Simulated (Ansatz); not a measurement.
```yaml
crystal:
  periodic: [false, false, false]
  atoms:
    - {symbol: O, position_ang: [-0.614588, 0.051280, -0.838181]}
    - {symbol: Ge, position_ang: [1.101691, 0.718278, -0.536485]}
    - {symbol: S, position_ang: [1.518583, -0.536314, 1.164511]}
    - {symbol: Ga, position_ang: [-0.755129, -1.023152, 0.962457]}
    - {symbol: H, position_ang: [-1.297442, 0.705993, -1.010554]}
    - {symbol: H, position_ang: [0.891812, 2.226004, -0.299938]}
    - {symbol: H, position_ang: [1.900984, 0.454784, -1.820860]}
    - {symbol: H, position_ang: [-1.046045, -2.510078, 0.582896]}
    - {symbol: H, position_ang: [-1.699857, -0.086784, 1.796153]}
basis:
  gaussian: {orbitals: def2-TZVP, point_charges: [{charge: 1.00, position_ang: [6.113, -0.386, -0.792]}]}
magnetization: {spin_polarized: true, initial_magnetization: 0}
hamiltonian: {xc: {name: LC-wPBE}}
```

```sh
$ ansatz run in.yaml --threads 4 --pin off --events-out ev --progress --plain --max-ram 10444MiB
```

It prints (some lines left out):

```
Functional definition: LC-wPBE
1358 factors; their error is unknown
412 factors; integrals over basis functions are off by at most 1.3e-5 eV
mean field evaluation 1: about -121840.6865 eV, gradient 4.0e1 eV
mean field evaluation 2: about -121839.8057 eV, gradient 4.7e1 eV
mean field evaluation 4: about -121845.3257 eV, gradient 1.8e0 eV
mean field evaluation 8: about -121845.3347 eV, gradient 4.1e-2 eV
mean field evaluation 16: about -121845.3064 eV, gradient 1.9e-4 eV
mean field -121845.30636504 eV, -4477.7324192002 hartree, gradient 4.8e-5 eV, S^2 0.000000; 0 other end points of the search recorded, 0 dependent functions left out
reference -121845.30636505 eV, -4477.7324192005 hartree; 46, 46 occupied and 148, 148 virtual orbitals, 1358 factors
Total energy: -121845.30636505 eV, -4477.7324192005 hartree
```

Run time 5.5 s (4 threads of an Arm Neoverse V1 on a shared host); peak host memory 0.55 GiB.
